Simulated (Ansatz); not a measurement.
Mulliken charges of BrFSi (`F[Si]Br`) from PBE/def2-TZVPP in Ansatz (PBE0-D4/def2-TZVP geometry).

```
atom   x (Å)   y (Å)   z (Å)  charge (e)
  F1   0.347   1.311   0.324      -0.222
 Si2  -0.698   0.297  -0.347       0.410
 Br3   0.340  -1.673   0.010      -0.188
```

Problem. By hand: the dipole of these point charges (1 e Å = 4.8032 D).

Solution. Σ q r = (-0.427, 0.145, -0.216) e Å, of length 0.500 e Å = 2.40 D.

Problem. How does the dipole of the full density compare? (Best estimate.)

Solution. Ansatz gave: (-0.173, 0.067, -0.086) e Å, 0.98 D; the point charges give 2.45 times that, at 2° from its direction.

Point charges leave out the atoms' own dipoles, such as those of lone pairs, and Mulliken's split depends on the basis, so the two needn't agree.
